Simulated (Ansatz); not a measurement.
Geometry optimisation, Ansatz, RKS PBE/def2-SVP.

Input file:

```yaml
crystal:
  periodic: [false, false, false]
  atoms:
    - { symbol: C, position_ang: [-0.8635, -1.1282, 1.3185] }
    - { symbol: Ge, position_ang: [0.6341, -0.2689, 0.4605] }
    - { symbol: O, position_ang: [1.9625, -1.4291, 0.4564] }
    - { symbol: "N", position_ang: [0.3039, 0.2042, -1.3035] }
    - { symbol: Sb, position_ang: [-1.1388, 1.7665, -1.2405] }
    - { symbol: H, position_ang: [-1.2182, -1.9631, 0.7269] }
    - { symbol: H, position_ang: [-1.7216, -0.353, 1.3353] }
    - { symbol: H, position_ang: [-0.6135, -1.3653, 2.3361] }
    - { symbol: H, position_ang: [1.0519, 1.0209, 1.2922] }
    - { symbol: H, position_ang: [2.7509, -0.9355, 0.0826] }
    - { symbol: H, position_ang: [-0.2794, -0.6226, -1.697] }
    - { symbol: H, position_ang: [-2.41635, 0.59395, -1.68907] }
    - { symbol: H, position_ang: [-1.42509, 1.578, 0.48563] }
basis:
  gaussian: { orbitals: def2-SVP }
hamiltonian:
  xc: pbe
relax:
  f_tol: 0.015
  max_steps: 40
output:
  orbitals: {}
```

Run as:

```bash
$ ansatz run input.yaml --threads 2 --pin off --max-ram 3072MiB --backend cpu --events-out ev --progress --plain --runs-dir out
```

Problem. Where does it end, and by what steps?

Solution. The forces met the threshold. The force dipped under the threshold on the way, but the program's further checks kept it going. After 31 steps the energy has fallen by 0.571 eV; H13 moved furthest, 2.12 Å. Parted: Ge2–Sb5.

```
step  energy less start (eV)  largest force component (eV/Å)  accepted
   0                  0.0000                           1.856       yes
   2                 -0.3838                           0.357       yes
   4                 -0.4155                           0.174       yes
   6                 -0.4440                           0.102       yes
   8                 -0.4739                           0.680       yes
  10                 -0.4975                           0.527        no
  12                 -0.5362                           0.127       yes
  14                 -0.5521                           0.183       yes
  16                 -0.5635                           0.059       yes
  18                 -0.5675                           0.101       yes
  20                 -0.5695                           0.088       yes
  22                 -0.5701                           0.071        no
  24                 -0.5708                           0.021       yes
  26                 -0.5704                           0.061        no
  28                 -0.5702                           0.062        no
  30                 -0.5713                           0.016       yes
  31                 -0.5713                           0.014       yes
```

```xyz
13
Properties=species:S:1:pos:R:3
C -0.828 -1.650 1.400
Ge 0.358 -0.321 0.592
O 1.977 -1.124 0.631
N -0.012 0.110 -1.175
Sb -1.271 1.636 -1.811
H -0.772 -2.599 0.832
H -1.875 -1.287 1.398
H -0.519 -1.848 2.445
H 0.367 1.049 1.334
H 2.625 -0.573 0.154
H -0.094 -0.703 -1.799
H -2.485 1.550 -0.548
H -0.444 2.857 -0.890
```

Run time: 2.2 min on 2 threads of Arm Neoverse V1, on a shared host, peak memory 0.2 GiB.
